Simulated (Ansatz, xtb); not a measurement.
## A geometry optimisation of AlO2P with r2SCAN-D4/def2-SVP

The starting geometry of this gas-phase singlet has its atoms placed at random.

```yaml
atoms:
  - { symbol: Al, position_ang: [-0.7128, -0.3581, -0.7671] }
  - { symbol: O, position_ang: [0.4252, 1.1375, 0.2668] }
  - { symbol: O, position_ang: [-0.7566, 0.2646, 1.2429] }
  - { symbol: P, position_ang: [1.7931, -0.1769, -0.4331] }
```

One run relaxed it with r2SCAN-D4/def2-SVP. What is a likely outcome?

It ends as a structure given below by its coordinates. Distances that change by over a tenth: Al1–O2 (2.14 → 3.21 Å), Al1–O3 (2.10 → 1.62 Å). Contacts that close: O2–P4 (2.02 → 1.51 Å).

The energy falls by 4.20 eV over 20 steps:

| step | E − E(last) (eV) |
| --- | --- |
| 1 | 4.197 |
| 3 | 2.710 |
| 5 | 2.226 |
| 7 | 1.781 |
| 9 | 0.664 |
| 12 | 0.352 |
| 14 | 0.070 |
| 16 | 0.003 |
| 18 | 0.001 |
| 20 | 0.000 |

Final geometry (Å):

```xyz
4

Al   -0.6799   -0.2429    0.2875
O     1.9668    1.5080   -0.1819
O    -2.1586   -0.5294    0.8898
P     1.6206    0.1313   -0.6859
```

From the same start GFN2-xTB ends elsewhere, differing in Al1–O2 (1.92 against 3.21 Å here).

From so rough a start the end depends on the optimiser's path, so another program may land elsewhere. No frequencies were run, so the end isn't proven a minimum. Run with Ansatz 0.2.0, 13 s on 2 threads of Intel(R) Xeon(R) 6975P-C (Granite Rapids) (shared host).
